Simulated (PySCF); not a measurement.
# How the method changes the constants of CsHg

State: ²Σ⁺ (doublet), unpaired electrons σ ↑. Set-up: PySCF, scalar-relativistic core potentials, basis sets Cs def2-SVP with ECP46, Hg def2-SVP with ECP60. De refers to Cs + Hg in their ground configurations, without counterpoise correction. The functionals are run spin-unrestricted. A positive dipole means Cs(−)Hg(+). Levels whose curve was spin-contaminated or gave no clean fit are not listed.

```json
{"Level": "UHF-MP2", "Re (Å)": "4.588", "ωe (cm⁻¹)": "11.6", "De (eV)": "0.037", "μ (D)": "n/a", "CPU s a point (SCF and correlation, without the integrals)": "0.35"}
{"Level": "UHF-SCS-MP2", "Re (Å)": "5.092", "ωe (cm⁻¹)": "6.2", "De (eV)": "0.023", "μ (D)": "n/a", "CPU s a point (SCF and correlation, without the integrals)": "n/a"}
{"Level": "LDA", "Re (Å)": "3.981", "ωe (cm⁻¹)": "32.9", "De (eV)": "0.155", "μ (D)": "-0.84", "CPU s a point (SCF and correlation, without the integrals)": "0.41"}
{"Level": "PBE", "Re (Å)": "4.370", "ωe (cm⁻¹)": "21.8", "De (eV)": "0.068", "μ (D)": "-0.54", "CPU s a point (SCF and correlation, without the integrals)": "0.65"}
{"Level": "BLYP", "Re (Å)": "4.592", "ωe (cm⁻¹)": "16.7", "De (eV)": "0.031", "μ (D)": "-0.59", "CPU s a point (SCF and correlation, without the integrals)": "0.39"}
{"Level": "r²SCAN", "Re (Å)": "4.336", "ωe (cm⁻¹)": "21.1", "De (eV)": "0.070", "μ (D)": "-0.29", "CPU s a point (SCF and correlation, without the integrals)": "0.88"}
{"Level": "PBE0", "Re (Å)": "4.476", "ωe (cm⁻¹)": "18.2", "De (eV)": "0.045", "μ (D)": "-0.26", "CPU s a point (SCF and correlation, without the integrals)": "0.95"}
{"Level": "BHandHLYP", "Re (Å)": "4.779", "ωe (cm⁻¹)": "12.0", "De (eV)": "0.016", "μ (D)": "-0.13", "CPU s a point (SCF and correlation, without the integrals)": "0.51"}
```

Task: What does a quarter of exact exchange do here, going from PBE to PBE0?

Result: PBE0 less PBE: +10.6 pm in Re, -16.5 % in ωe, -0.02 eV in De. Exact exchange removes part of the self-interaction that spreads semilocal densities, and in most molecules shortens and stiffens the bond and lowers De; here Re and ωe go the other way.

Task: What does the step from GGA to meta-GGA do here, going from PBE to r²SCAN?

Result: r²SCAN less PBE: -3.4 pm in Re, -3.2 % in ωe, +0.00 eV in De. 

Task: What does the gradient correction do here, going from LDA to PBE?

Result: PBE less LDA: +38.9 pm in Re, -33.7 % in ωe, -0.09 eV in De. The gradient correction favours the more uneven density of free atoms, so it tends to lengthen bonds and takes away much of the overbinding of LDA; so it does here.

Correlated steps freeze no core orbitals. The bond is weak. Basis-set superposition, not corrected here, can be much of De in a small basis, most of all at correlated wavefunction levels. Functionals without a dispersion term scatter widely for such bonds, and LDA overbinds them. Spin–orbit coupling is left out. The state is the lowest determinant that a PBE0 search found; another state may lie lower at other levels.

The whole job (state search and all levels along the bond) took about 1.4 min on 1 thread of Arm Neoverse V2 (shared host), peak memory 0.74 GiB.
